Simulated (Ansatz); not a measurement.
`B[SiH](N)[SiH2]F` and `B[SiH2]N` differ in one atom or group.

Ansatz, PBE0-D4/def2-TZVP geometries, multiplicity 1. Each molecule was computed in one conformer, which needn't be the lowest.

```
                               property  `B[SiH](N)[SiH2]F`
HOMO–LUMO gap (ωB97M-V/def2-TZVPP) / eV                8.86
      HOMO energy (PBE/def2-TZVPP) / eV               -5.97
  LUMO energy (ωB97M-V/def2-TZVPP) / eV               -0.55
    LUMO energy (B3LYP/def2-TZVPP) / eV               -2.65
   HOMO–LUMO gap (PBE0/def2-TZVPP) / eV                4.79
  HOMO energy (ωB97M-V/def2-TZVPP) / eV               -9.41
```

Task: Give the same properties after the change, and the shifts. (An estimate is asked.)

Result: Computed: 
| property | `B[SiH2]N` | shift |
| --- | --- | --- |
| HOMO–LUMO gap (ωB97M-V/def2-TZVPP) / eV | 9.29 | 0.43 |
| HOMO energy (PBE/def2-TZVPP) / eV | -5.89 | 0.08 |
| LUMO energy (ωB97M-V/def2-TZVPP) / eV | -0.29 | 0.26 |
| LUMO energy (B3LYP/def2-TZVPP) / eV | -2.46 | 0.19 |
| HOMO–LUMO gap (PBE0/def2-TZVPP) / eV | 5.01 | 0.22 |
| HOMO energy (ωB97M-V/def2-TZVPP) / eV | -9.58 | -0.17 |

B3LYP here is the variant with VWN-RPA as its local correlation; programs differ in this.
